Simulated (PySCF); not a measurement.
C₂H₄BBrO, SMILES BrB(O)C=C. Atoms are numbered in the order given.

```xyz
9

B     -0.3187     0.5690     0.0000
Br     0.1920    -1.3230     0.0000
C      0.7828     1.6598     0.0000
C      0.4813     2.9688     0.0000
H      1.8363     1.3606     0.0000
H      1.2518     3.7474     0.0000
H     -0.5595     3.3096     0.0000
O     -1.6273     0.8924     0.0000
H     -2.2220     0.1313     0.0000
```

The structure is a stationary point at B3LYP-D3(BJ)/def2-SVP. This is a generated structure with no PubChem entry under its InChIKey; it may be hypothetical. One conformer was computed; it need not be the lowest.

Level of theory: PBE/pcSseg-1 (PySCF).

GIAO shieldings, no solvent; atoms listed in one row are averaged. δ = σ(ref) − σ: ¹¹B against BF3 (σ = 83.9 ppm); ¹³C against TMS (σ = 182.0 ppm); ¹H against TMS (σ = 31.49 ppm); ¹⁷O against H2O (σ = 334.3 ppm), references at their B3LYP-D3(BJ)/def2-TZVP geometries, non-relativistic (without spin–orbit terms, shifts of atoms bonded to Cl or Br come out too high).

Computed chemical shifts:
```csv
nucleus,atoms,count,δ (ppm)
¹¹B,B1,1,28.3
¹³C,C4,1,147.4
¹³C,C3,1,143.9
¹H,H7,1,6.93
¹H,H5,1,6.63
¹H,H6,1,6.60
¹H,H9,1,5.81
¹⁷O,O8,1,197.5
```
